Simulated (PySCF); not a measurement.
Bi+ (bismuth, charge +1) across methods

[Xe] 4f14 5d10 6s1 6p3, high-spin 5S determinant (an excited configuration). Computed with PySCF 2.14 in aug-cc-pVTZ-PP with one added diffuse shell each of d, f type with ECP60MDF (6s5p5d3f, 67 functions), with scalar relativity through the core potential.

```
 method  E (hartree)  mean ε 5d β (eV)  mean ε 6s α (eV)  mean ε 6p α (eV)  Σ⟨r²⟩ (bohr²)   ⟨S²⟩
    PBE    -214.0029           -36.007           -24.034           -13.187          55.09  6.002
    LDA    -213.6714           -36.080           -24.246           -13.291          55.16  6.002
 r2SCAN    -214.1006           -36.694           -24.877           -13.621          54.69  6.005
   PBE0    -213.9979           -38.455           -26.026           -14.348          54.91  6.003
   MN15    -213.5486           -38.474           -27.405           -15.012          54.64  6.003
    UHF   -213.06308           -44.739           -31.083           -17.255          55.30  6.008
  B97-3    -214.0195           -38.627           -25.974           -14.224          54.82  6.002
wB97M-V    -213.9363           -41.094           -28.751           -16.539          55.02  6.004
   PW91    -214.0839           -36.076           -24.098           -13.240          55.07  6.002
```

Energies and moments cover only the electrons outside the core potential. Spin-orbit coupling, which splits the p, d and f shells strongly at this Z, is absent. Spin-orbit coupling is strong in this species (close to jj coupling), so the high-spin LS determinant is a model state, not a physical level.
